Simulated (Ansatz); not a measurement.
Geometry optimisation, RKS B3LYP/def2-SVP (Ansatz 0.2.0).

Input:

```yaml
crystal:
  periodic: [false, false, false]
  atoms:
    - { symbol: Ti, position_ang: [0.0, 0.0, 0.0] }
    - { symbol: O, position_ang: [0.0, 0.0, 2.27] }
    - { symbol: H, position_ang: [-0.9095, -0.2814, 2.6071] }
    - { symbol: O, position_ang: [1.8106, 0.0, -0.6394] }
    - { symbol: H, position_ang: [2.1269, -0.9521, -0.756] }
    - { symbol: O, position_ang: [-0.9043, 1.5667, -0.6394] }
    - { symbol: H, position_ang: [-1.8621, 1.336, -0.8617] }
    - { symbol: O, position_ang: [-0.9043, -1.5667, -0.6394] }
    - { symbol: H, position_ang: [-1.359, -2.0324, 0.133] }
    - { symbol: S, position_ang: [1.416, 2.1354, 0.8514] }
    - { symbol: H, position_ang: [2.4929, 1.7005, 1.6331] }
    - { symbol: H, position_ang: [0.7276, 1.0973, 2.0543] }
basis:
  gaussian: { orbitals: def2-SVP }
hamiltonian:
  xc: b3lyp
relax:
  f_tol: 0.15
  max_steps: 25
  restrain:
    - { distance: [0, 9], at: 3.6, k: 30.0 }
    - { distance: [11, 1], at: 2.21, k: 30.0 }
    - { distance: [0, 1], at: 1.92, k: 30.0 }
    - { distance: [11, 9], at: 1.4, k: 30.0 }
```

Launched with:

```bash
$ ansatz run input.yaml --threads 4 --pin off --max-ram 5120MiB --backend cpu --events-out ev --progress --plain --runs-dir out
```

Question: Where does it end, and by what steps?

Answer: It converged. The restraints hold the end off the free minimum. After 10 steps the energy has fallen by 3.215 eV (the restraints' own energy left out); S10 moved furthest, 1.06 Å. Parted: Ti1–S10 (2.70 → 3.61 Å).

| step | energy less start (eV) | largest force component (eV/Å) | accepted |
| --- | --- | --- | --- |
| 0 | 0.0000 | 3.058 | yes |
| 1 | -0.7159 | 3.387 | yes |
| 2 | -1.3458 | 5.060 | yes |
| 3 | -2.2343 | 4.176 | yes |
| 4 | -2.9042 | 1.177 | yes |
| 5 | -3.0946 | 1.259 | yes |
| 6 | -3.1299 | 0.844 | yes |
| 7 | -3.1745 | 1.183 | yes |
| 8 | -3.1942 | 1.135 | yes |
| 9 | -3.1968 | 1.163 | yes |
| 10 | -3.2150 | 1.223 | yes |

```xyz
12
Properties=species:S:1:pos:R:3
Ti -0.141 -0.118 0.126
O -0.291 -0.213 1.998
H -0.985 0.304 2.431
O 1.598 -0.128 -0.385
H 2.028 -0.819 -0.902
O -1.065 1.258 -0.546
H -1.780 1.273 -1.194
O -0.878 -1.603 -0.535
H -1.197 -2.402 -0.097
S 1.756 2.448 1.805
H 2.363 1.667 0.885
H 1.227 1.337 2.428
```

Run time: 22 s on 4 threads of Intel(R) Xeon(R) 6975P-C (Granite Rapids), with other jobs on the host, peak memory 0.44 GiB.
